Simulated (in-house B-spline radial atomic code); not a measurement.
# Binding energies in Ce⁺

NIST's tabulated ground configuration is [Xe] 4f1 5d2; each binding energy is the energy of the ion with one electron taken from that subshell, relaxed, less that of the parent. All numbers are computed (Dirac-Hartree-Fock, average of configuration; Fermi nucleus of rms radius 4.8771 fm) with a radial B-spline atomic code at the basis-set limit, not measured. Energies include first-order Breit, QED and recoil terms.

```json
{"subshell": "1s", "X-ray name": "K", "binding energy (eV)": "40454.4", "-ε (eV)": "40682.4", "relaxation (eV)": "71.9"}
{"subshell": "2p1/2", "X-ray name": "L2", "binding energy (eV)": "6178.5", "-ε (eV)": "6238.5", "relaxation (eV)": "43.3"}
{"subshell": "2p3/2", "X-ray name": "L3", "binding energy (eV)": "5737.4", "-ε (eV)": "5790.5", "relaxation (eV)": "41.6"}
{"subshell": "3s", "X-ray name": "M1", "binding energy (eV)": "1454.4", "-ε (eV)": "1476.0", "relaxation (eV)": "18.6"}
{"subshell": "3p1/2", "X-ray name": "M2", "binding energy (eV)": "1289.6", "-ε (eV)": "1311.6", "relaxation (eV)": "19.2"}
{"subshell": "3p3/2", "X-ray name": "M3", "binding energy (eV)": "1201.3", "-ε (eV)": "1221.5", "relaxation (eV)": "18.5"}
{"subshell": "4s", "X-ray name": "N1", "binding energy (eV)": "313.4", "-ε (eV)": "321.7", "relaxation (eV)": "7.6"}
{"subshell": "4p1/2", "X-ray name": "N2", "binding energy (eV)": "250.4", "-ε (eV)": "258.2", "relaxation (eV)": "7.4"}
{"subshell": "4p3/2", "X-ray name": "N3", "binding energy (eV)": "231.4", "-ε (eV)": "238.7", "relaxation (eV)": "7.1"}
{"subshell": "5s", "X-ray name": "O1", "binding energy (eV)": "52.73", "-ε (eV)": "54.68", "relaxation (eV)": "1.87"}
{"subshell": "5p1/2", "X-ray name": "O2", "binding energy (eV)": "33.68", "-ε (eV)": "35.31", "relaxation (eV)": "1.58"}
{"subshell": "5p3/2", "X-ray name": "O3", "binding energy (eV)": "30.93", "-ε (eV)": "32.38", "relaxation (eV)": "1.43"}
{"subshell": "4f", "X-ray name": "N6,7", "binding energy (eV)": "13.93", "-ε (eV)": "18.01", "relaxation (eV)": "4.22"}
{"subshell": "5d", "X-ray name": "O4,5", "binding energy (eV)": "9.88", "-ε (eV)": "10.27", "relaxation (eV)": "0.40"}
```

Relaxation = -ε minus the binding energy without Breit, QED and recoil terms.

Emission lines follow as differences of binding energies, with λ = 12398.42 eV·Å / E:

| line | holes | energy (eV) | wavelength (Å) |
| --- | --- | --- | --- |
| K-L3 | 1s → 2p3/2 | 34717.0 | 0.35713 |
| K-L2 | 1s → 2p1/2 | 34275.9 | 0.36172 |
| K-M3 | 1s → 3p3/2 | 39253.1 | 0.31586 |
| L3-M1 | 2p3/2 → 3s | 4283.0 | 2.8948 |

(1) What screening constant σ does Moseley's law, E = (3/4)·13.6057 eV·(Z - σ)², need for K-L3?

Moseley's non-relativistic formula needs a falling, then negative, screening constant for heavy elements, because relativity binds the 1s electron more strongly than the formula allows.

(2) What does it cost to remove both a 2p3/2 and a 4f electron?

(3) What does it cost to remove both a 3s and a 3p1/2 electron?

(4) What does it cost to remove two 1s electrons?

Results:

(1) σ = -0.33.

(2) 5770.8 eV, which is 19.44 eV more than the two single binding energies together.

(3) 2788.1 eV, which is 44.03 eV more than the two single binding energies together.

(4) 81887 eV, which is 977.8 eV more than the two single binding energies together.
